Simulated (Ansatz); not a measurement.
Reaction (redistribution): `C[O][Y]([CH3])[OH]` + `OC[SeH]` → `[CH3][Y]([OH])[OH]` + `COC[SeH]`

Isolated molecules relaxed with PBE0-D4/def2-TZVP in Ansatz; ΔE leaves out vibrations. CCSD(T)/CBS is the MP2 limit (def2-TZVPP, def2-QZVPP) plus CCSD(T) − MP2 in def2-TZVPP, frozen cores. DFT in def2-TZVPP. B3LYP here is the variant with VWN-RPA as its local correlation; programs differ in this. def2 core potentials past Kr. For Se, Y outer-core shells are correlated without core-valence functions, which leaves a few kJ/mol of doubt a bond. Scalar relativity is left out up to krypton. One conformer a species, not always the lowest.

```csv
level,ΔE (kJ/mol),difference from CCSD(T)/CBS
PBE-D4,-13.5,4.3
B3LYP-D4,-14.6,3.2
ωB97X-V,-16.4,1.4
ωB97M-V,-17.0,0.8
B2PLYP,-13.7,4.1
PBE,-11.0,6.8
r2SCAN,-15.0,2.8
B3LYP,-10.6,7.2
HF/def2-TZVPP,-10.9,6.9
SCS-MP2/def2-TZVPP,-16.3,1.5
CCSD/def2-TZVPP,-15.3,2.5
CCSD(T)/def2-TZVPP,-16.1,1.7
MP2/def2-QZVPP,-19.2,-1.4
SCS-MP2/def2-QZVPP,-16.9,0.9
HF/CBS(def2),-10.0,7.8
MP2/CBS(def2),-20.2,-2.4
CCSD(T)/CBS,-17.8,0
```

Largest T1 diagnostic among the species: 0.014.

In def2-TZVPP, CCSD(T) changes the Hartree–Fock value by −5.2 kJ/mol (the triples alone add −0.8 kJ/mol) and MP2 by −7.6 kJ/mol. The D4 term adds −4.0 kJ/mol with B3LYP and −2.1 kJ/mol with PBE0; it sums over pairs of atoms, weighted by their polarisabilities, and B3LYP, whose exchange is more repulsive, gets the larger term.

CCSD(T)/CBS has its own doubt, a few kJ/mol and more with outer-core shells, so smaller differences from it don't rank the levels.
